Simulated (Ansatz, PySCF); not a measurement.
The pair A = BH3 (SMILES B) (first 4 atoms), B = H2O (SMILES O); geometry from B3LYP-D3(BJ)/def2-TZVP.
(charge 0, multiplicity 1):
```xyz
7

B      0.2106     0.2493     0.7896
H      0.6172    -0.7672     0.2870
H     -0.8529     0.6372     0.3940
H      1.0372     1.0909     1.0056
O     -0.1901    -0.2478     2.3968
H     -0.8449    -0.9570     2.3526
H      0.5993    -0.6104     2.8199
```

Cores are frozen in the correlated methods. CBS(a, b) extrapolates the correlation energy as X⁻³ and adds the Hartree–Fock energy of set b.

The values were computed with Ansatz (Gaussian basis) for Hartree–Fock, density functionals and correlated methods; PySCF for the dispersion terms. 

The monomers are drawn apart, rigid, along the line of their centres of mass. Counterpoise-corrected interaction energies (kcal/mol):

```tsv
level	R = 2.511 Å	R = 3.202 Å
PBE/def2-TZVPPD	-11.7522	-4.0990
PBE-D3(BJ)/def2-TZVPPD	-12.4087	-4.4850
wB97M-V/def2-TZVPPD	-11.3026	-4.0371
CCSD(T)/CBS(aug-cc-pVDZ, aug-cc-pVTZ)	-10.5112	-3.8906
```

Q: R is the distance of the centres of mass. Find the local exponent m of E ∝ R⁻ᵐ between the two points.

A: 
m = ln(E₁/E₂)/ln(R₂/R₁): PBE/def2-TZVPPD 4.3; PBE-D3(BJ)/def2-TZVPPD 4.2; wB97M-V/def2-TZVPPD 4.2; CCSD(T)/CBS(aug-cc-pVDZ, aug-cc-pVTZ) 4.1. For scale, two fixed dipoles give m = 3, dipole and quadrupole 4, quadrupoles 5, and dispersion or dipole-induced dipole 6 at long range; at these distances several terms mix, and what is left of overlap and damping shifts m, so it need not match one of them.

Ansatz is a first-principles code.
